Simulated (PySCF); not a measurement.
## Löwdin shares of the frontier orbitals

Species: C7H5N3.
Numbering: `[CH:1]#[C:2][c:3]1[n:4][cH:5][c:6]([CH:7]=[CH2:8])[n:9][n:10]1` (hydrogens: H11 on C1; H12 on C5; H13 on C7; H14, H15 on C8)

Level of theory: PySCF, TDDFT PBE0/def2-SVPD, vertical, gas phase, core orbitals frozen in the response. Geometry: GFN2-xTB, one conformer, isolated molecule. Torsions of this conformer, `[CH:1]#[C:2][c:3]1[n:4][cH:5][c:6]([CH:7]=[CH2:8])[n:9][n:10]1`: C5–C6–C7–C8 180°.

Kohn–Sham orbitals with the atoms that hold most of them (Löwdin shares over 4%, at most four atoms; ? is withheld):

```tsv
orbital	ε (eV)	atoms
LUMO+2	-0.06	C7 22%, C8 20%, N4 9%, C1 9%
LUMO+1	-1.99	N10 24%, C5 23%, N9 13%, N4 11%
LUMO	-2.54	?
HOMO	?	?
HOMO-1	-7.42	C8 19%, C7 14%, C1 14%, C2 10%
HOMO-2	-8.57	C1 42%, C2 42%
HOMO-3	-8.85	C2 25%, C1 23%, C7 16%, C8 14%
```

Task: Which atoms hold the LUMO, and with what shares?

Result: N9 (bonded to C and N) 16%; N4 (bonded to 2 C) 15%; C6 (bonded to 2 C and N) 14%; C8 (bonded to C and 2 H) 12%. By element: nitrogen 31% or more, carbon 26% or more.

Task: Give the leading atoms of the HOMO.

Result: N10 (bonded to C and N) 33%; N9 (bonded to C and N) 30%; N4 (bonded to 2 C) 13%; C6 (bonded to 2 C and N) 7%. By element: nitrogen 77%, carbon 7% or more.

Task: What is the HOMO energy, and the HOMO–LUMO gap?

Result: ε(HOMO) = -6.90 eV; the gap is 4.35 eV (0.1600 hartree).

Task: The HOMO–LUMO gap is 4.35 eV. Where does the response calculation put the lowest singlet, and from which orbitals?

Result: S1 is at 2.76 eV (f = 0.0020), 1.60 eV below the gap, made of HOMO→LUMO (92%). Without the coupling terms of the response equations the lowest excitation would equal the gap.

Task: Give energy, strength and leading configuration of S1, S2, S3, S4 and S5, and follow the Löwdin shares of the leading atoms from the occupied to the empty orbital.

Result: 
- S1 (2.76 eV, f 0.0020), HOMO→LUMO (92%): N10 33% → at most 13%, N9 30% → 16%, N4 13% → 15%
- S2 (3.21 eV, f 0.0018), HOMO→LUMO+1 (92%): N10 33% → 24%, N9 30% → 13%, C5 at most 8% → 23%
- S3 (4.25 eV, f 0.242), HOMO-1→LUMO (79%): C8 19% → 12%, C7 14% → at most 13%, N9 at most 11% → 16%, N4 at most 11% → 15%
- S4 (4.74 eV, f 0.0000), HOMO-2→LUMO (90%): C1 42% → at most 13%, C2 42% → at most 13%, N9 at most 4% → 16%, N4 at most 4% → 15%
- S5 (4.78 eV, f 0.505), HOMO-1→LUMO+1 (77%): C8 19% → at most 12%, C7 14% → at most 12%, N10 at most 11% → 24%, C5 at most 11% → 23%

Löwdin shares depend on the basis, the more so with diffuse functions.

Time: 71 s (with the writing of density and orbital grids); peak memory 1.1 GiB. Hardware: Arm Neoverse V1, one thread, shared host.
